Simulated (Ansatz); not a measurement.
Ansatz (a first-principles code) input (RI-MP2/def2-QZVPPD):
A basis named .json is the Basis Set Exchange file of that set.

Ansatz 0.2 input:
```yaml
crystal:
  periodic: [false, false, false]
  atoms:
    - {symbol: Cs, position_ang: [-0.00000000, -0.00000000, -0.98648077]}
    - {symbol: Cl, position_ang: [0.00000000, 0.00000000, 3.19155545]}
basis:
  gaussian:
    orbitals: def2-QZVPPD.json
    fitting: {mean_field: def2-universal-jkfit, correlation: def2-QZVPPD-RIFIT.json}
total_charge: 1
magnetization: {spin_polarized: true, initial_magnetization: 1}
correlation: {method: mp2, electrons: outside_noble_gas}
```

Output:

```
Functional definition: HF
integrals: 0.05 GiB planned
258 factors; integrals over basis functions are off by at most 1.5e0 eV
354 factors; integrals over basis functions are off by at most 7.5e-1 eV
mean field: 0.24 GiB planned
mean field evaluation 1: about -13039.1640 eV, gradient 1.5e1 eV
mean field evaluation 2: about -13040.1660 eV, gradient 5.4e0 eV
mean field evaluation 4: about -13040.2331 eV, gradient 3.3e-1 eV
mean field evaluation 8: about -13038.8014 eV, gradient 1.2e1 eV
mean field evaluation 16: about -13040.1028 eV, gradient 8.9e-1 eV
mean field evaluation 32: about -13040.1923 eV, gradient 2.4e0 eV
mean field -13040.23407911 eV, -479.2197634193 hartree, gradient 1.2e-6 eV, S^2 0.760622; 9 other end points of the search recorded, 0 dependent functions left out
9 core orbitals not correlated, not the lowest: weight in the atoms' cores, before any rotation towards them, 0.999 or more for the frozen orbitals, at most 0.000 for the correlated occupied ones
reference -13040.23407911 eV, -479.2197634193 hartree; 4, 3 occupied and 128, 129 virtual orbitals, 354 factors
second order -4.78819723 eV of doubles, -0.00000000 eV of singles
Total energy: -13045.02227634 eV, -479.3957264220 hartree
```
